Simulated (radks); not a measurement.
All-electron atom: Cs0.5+ in [Kr] 4d10 5s2 5p(1/2: 2, 3/2: 3.5) 6s1 (fractional occupations, a model configuration).

Calculated with a radial shooting solver on a logarithmic mesh with Libxc functionals: Dirac Kohn-Sham, BLYP, spin-unpolarised, spherical densities, point nucleus.

Energy parts (hartree):
| part | energy |
|---|---|
| total | -7790.7044 |
| kinetic | 8297.3980 |
| electron-nucleus | -18934.9958 |
| Hartree | 3040.1087 |
| exchange-correlation | -193.2153 |

Orbitals (lengths in bohr, moments of r in powers of bohr):
| orbital | occ. | eigenvalue (hartree) | <r^2> | <r> |
|---|---|---|---|---|
| 1s1/2 | 2 | -1314.954 | 0.0009249 | 0.02611 |
| 2s1/2 | 2 | -206.3352 | 0.01477 | 0.1117 |
| 2p1/2 | 2 | -194.1331 | 0.01088 | 0.09402 |
| 2p3/2 | 4 | -181.1814 | 0.01216 | 0.09991 |
| 3s1/2 | 2 | -43.02508 | 0.1021 | 0.2987 |
| 3p1/2 | 2 | -37.92846 | 0.09689 | 0.2887 |
| 3p3/2 | 4 | -35.44709 | 0.1047 | 0.3005 |
| 3d3/2 | 4 | -26.48908 | 0.08711 | 0.2714 |
| 3d5/2 | 6 | -25.96220 | 0.08937 | 0.2751 |
| 4s1/2 | 2 | -8.25379 | 0.5450 | 0.6947 |
| 4p1/2 | 2 | -6.42530 | 0.5912 | 0.7206 |
| 4p3/2 | 4 | -5.91793 | 0.6373 | 0.7482 |
| 4d3/2 | 4 | -2.94560 | 0.8037 | 0.8307 |
| 4d5/2 | 6 | -2.86145 | 0.8239 | 0.8411 |
| 5s1/2 | 2 | -1.13970 | 3.355 | 1.725 |
| 5p1/2 | 2 | -0.68816 | 4.506 | 1.989 |
| 5p3/2 | 3.5 | -0.62518 | 4.939 | 2.082 |
| 6s1/2 | 1 | -0.16513 | 27.00 | 4.893 |

The highest occupied level is 6s1/2 at -4.493 eV. The density falls to 0.001 e/bohr^3 at r = 4.81 bohr.
